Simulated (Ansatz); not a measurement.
Task: Name a neutral molecule of Cl, F, Ge, Si and H with LUMO energy (PBE/def2-TZVPP) between -1.95 and -1.65 eV and HOMO energy (ωB97M-V/def2-TZVPP) between -10.65 and -10.35 eV (Ansatz, PBE0-D4/def2-TZVP geometry).

Result: `F[SiH](Cl)[GeH2][Cl]` (-1.93 eV, -10.36 eV). Other molecules can fit too; these were computed, each in one conformer that needn't be the lowest.
